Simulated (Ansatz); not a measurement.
Competing steps

Reactants: Si₂NH₇ ([NH2][SiH2][SiH3]) + H₂O (brackets give SMILES or just the links). Saddle points were found for several chosen steps; others may exist. Gas-phase electronic energies, without zero-point energy, by CCSD(T) at an estimated basis limit (MP2 extrapolated from triple and quadruple zeta, plus CCSD(T) − MP2 in triple zeta); Ansatz 0.2.0, def2-TZVPP and QZVPP, frozen cores, on PBE0-D4/def2-TZVP structures. Extrapolation: Hartree–Fock as exp(−7.88 √X), correlation as X^−2.97. No counterpoise correction.

Q: Rank the steps by the energy of their saddle points, lowest first, and give each saddle's height above the lowest. (An estimate is asked for; the value comes from the calculation.)
A. four-centre ligand exchange, to Si₂H₆O ([OH][SiH2][SiH3]) + NH₃ (breaks or loosens H–O, N–Si; forms H–N, O–Si)
B. four-centre ligand exchange, to SiNH₅O ([NH2][SiH2][OH]) + SiH₄ (breaks or loosens H–O, Si–Si; forms H–Si, O–Si)

A: The calculation gives: A (0.0 kJ/mol), B (64.6 kJ/mol). Heights count from the lowest.

The lowest of these saddles lies at 85.5 kJ/mol relative to the separated reactants.

Q: Does the lowest of these saddles lead to the lowest end structure (the products still in contact)? (Judge from chemistry; the calculation decides.)

A: By the calculation: No: the step over a higher saddle ends lower. Relative to the separated reactants, the ends lie at -56.4 (Si₂H₆O ([OH][SiH2][SiH3]) + NH₃); -116.7 (SiNH₅O ([NH2][SiH2][OH]) + SiH₄) kJ/mol.

T1 diagnostic: at most 0.013.

For scale, one of the runs: CCSD(T)/def2-TZVPP, 272 basis functions, launched by `ansatz run in.yaml --threads 8 --pin off --events-out ev --progress --plain --max-ram 19148MiB`. The run took 91 s on 8 CPU threads of an Arm Neoverse V2 (shared host), with 6.9 GiB of host memory at its peak.
